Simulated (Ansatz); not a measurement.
Two isomers of C7H14: A = `C=CCCCCC`, B = `C[C@@H]1CC[C@H](C)C1`.

Calculated with Ansatz (gas phase, PBE0-D4/def2-TZVP geometries, no zero-point term in ΔE). CCSD(T)/CBS is the MP2 limit (def2-TZVPP, def2-QZVPP) plus CCSD(T) − MP2 in def2-TZVPP, frozen cores. DFT in def2-TZVPP. B3LYP here is the variant with VWN-RPA as its local correlation; programs differ in this. One conformer a species, not always the lowest.

Q: Which is lower in electronic energy at CCSD(T)/CBS, and by how much? (Estimate.)

A: Ansatz gave: B, by 78.8 kJ/mol.

Q: Give E(B) − E(A) in kJ/mol with HF/def2-TZVPP, r2SCAN-D4, LDA (SPW92), BLYP-D4, B3LYP, CCSD/def2-TZVPP, B3LYP-D4. (Best estimate.)

A: The calculation gave: HF/def2-TZVPP -60.2, r2SCAN-D4 -81.6, LDA (SPW92) -105.9, BLYP-D4 -56.3, B3LYP -59.4, CCSD/def2-TZVPP -80.2, B3LYP-D4 -66.5. None reverses the order clearly.

Largest T1 diagnostic: 0.009.

From BLYP to BHLYP (50 % exact exchange), in def2-TZVPP and without D4, E(B) − E(A) moves by −24.1 kJ/mol. At CCSD(T), def2-SVP lies −5.9 kJ/mol from the extrapolated value and def2-TZVPP −1.5 kJ/mol.
